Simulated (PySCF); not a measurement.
Gas-phase reaction: 4 InCl₂ + 3 H₂ + N₂ → 2 InCl + 2 InCl₃.NH₃

Energies from PySCF, thermal terms from the rigid-rotor harmonic-oscillator model, ideal gas at 1 bar. † marks an energy on the PBE0/def2-TZVP geometry and frequencies; other levels use their own. MP2 freezes the core. Open shells (unrestricted): InCl₂ (multiplicity 2); the rest are closed-shell singlets. B3LYP is the form with VWN-RPA correlation. In: scalar-relativistic def2 core potential, no spin-orbit coupling. Adducts (InCl₃.NH₃) have no counterpoise correction, and HF, PBE, BLYP, B3LYP and PBE0 lack dispersion. InCl₂, InCl₃.NH₃: computed as isolated molecules; such fragments, hydroxides, amides, oligomers or adducts are transient or little studied in the gas. MP2 isn't extrapolated to the basis-set limit.

```json
[
 {"level": "B3LYP/def2-TZVP†", "ΔH°(298 K), kJ": "-615"},
 {"level": "BLYP/def2-TZVP†", "ΔH°(298 K), kJ": "-546"},
 {"level": "MP2/def2-SVP†", "ΔH°(298 K), kJ": "-673"},
 {"level": "PBE/def2-SVP", "ΔH°(298 K), kJ": "(withheld)"},
 {"level": "PBE0/def2-QZVP†", "ΔH°(298 K), kJ": "(withheld)"}
]
```

**Question.** Some entries are withheld; supply them.

**Answer.** 
- PBE/def2-SVP, ΔH°(298 K), kJ: -665
- PBE0/def2-QZVP†, ΔH°(298 K), kJ: -686
